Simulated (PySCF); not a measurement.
Structure with atom numbers: `[SiH3:1][c:2]1[cH:3][cH:4][c:5]([SiH3:6])[cH:7][cH:8]1`. Hydrogens are named by the atom that carries them.

Computational details: PBE0-D3(BJ)/def2-SVP structure, B3LYP/pcSseg-1 with gauge-including orbitals, in PySCF 2.14.0 with density-fitted response routines (one averaged value for each set of equivalent atoms, isolated molecule, one conformer, non-relativistic).

Referencing at the same level of theory: TMS for ¹³C (σ = 179.24 ppm) and ¹H (σ = 31.38 ppm) and ²⁹Si (σ = 337.86 ppm).

```
                  atoms  nucleus  count  δ (ppm)
                  C2/C5      ¹³C      2        ?
          H(Si1)/H(Si6)       ¹H      6        ?
            C3/C4/C7/C8      ¹³C      4    141.6
H(C3)/H(C4)/H(C7)/H(C8)       ¹H      4     7.56
                Si1/Si6     ²⁹Si      2    -65.6
```

Task: Estimate the values marked ?.

Result: 
- C2/C5: 137.1 ppm, substituted aromatic carbon
- H(Si1)/H(Si6): 4.43 ppm, hydrogen on a silicon bonded to C

Shifts are as computed. Against solution values, carbons near 30 ppm lie about +2 ppm off and those near 130 ppm about +6 ppm. Of 1211 compounds with measured shifts, 218 miss one by over three times the rms of a fit or turn the order of signals round; such compounds aren't used in these exercises.
